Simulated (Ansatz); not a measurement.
Consider the isomerisation: `N=[C]1C[O][AlH]1` → `[CH3][AlH][N]=C=O`.

Program: Ansatz. Geometries: PBE0-D4/def2-TZVP. ΔE: electronic, gas phase. CBS: MP2 limit from def2 TZ/QZ plus the TZ coupled-cluster correction, frozen cores. DFT in def2-TZVPP. HSE06 is defined as in plane-wave codes. One conformer a species, not always the lowest.

```tsv
level	ΔE (kJ/mol)	difference from CCSD(T)/CBS
PBE-D4	-202.7	-6.4
revPBE-D4	-203.9	-7.6
B97M-V	-220.7	-24.4
BHLYP-D4	-216.3	-20.0
PBE	-205.4	-9.1
PBE0	-206.2	-9.9
r2SCANh	-217.7	-21.4
r2SCAN0	-215.9	-19.6
HSE06	-205.7	-9.4
CAM-B3LYP	-213.0	-16.7
LC-ωPBE	-207.7	-11.4
CCSD(T)/def2-SVP	-220.1	-23.8
HF/def2-TZVPP	-241.2	-44.9
SCS-MP2/def2-TZVPP	-213.7	-17.4
HF/def2-QZVPP	-240.2	-43.9
HF/CBS(def2)	-240.1	-43.8
CCSD(T)/CBS	-196.3	0
```

Problem. What do rigid-rotor, harmonic-oscillator terms from PBE0-D4/def2-TZVP frequencies (298.15 K, 1 bar) make of the CCSD(T)/CBS value? (Best estimate.)

Solution. Computed: ΔZPE = -9.3 kJ/mol, ΔH = -200.6 kJ/mol, ΔS = 61 J/(mol·K), ΔG = -218.7 kJ/mol. Modes under 50 cm⁻¹ make the entropy rough.

Largest T1 diagnostic among the species: 0.015.

At CCSD(T), def2-SVP lies −23.8 kJ/mol from the extrapolated value and def2-TZVPP −4.6 kJ/mol. Leaving LDA and LC-ωPBE aside and taking each functional with its dispersion term where it has one, the values, not all of them listed here, spread over 18.5 kJ/mol, from B97M-V to ωB97M-V. LDA lies +22.4 kJ/mol from PBE without D4. In def2-TZVPP, CCSD(T) changes the Hartree–Fock value by +40.4 kJ/mol (the triples alone add +1.2 kJ/mol) and MP2 by +25.2 kJ/mol.
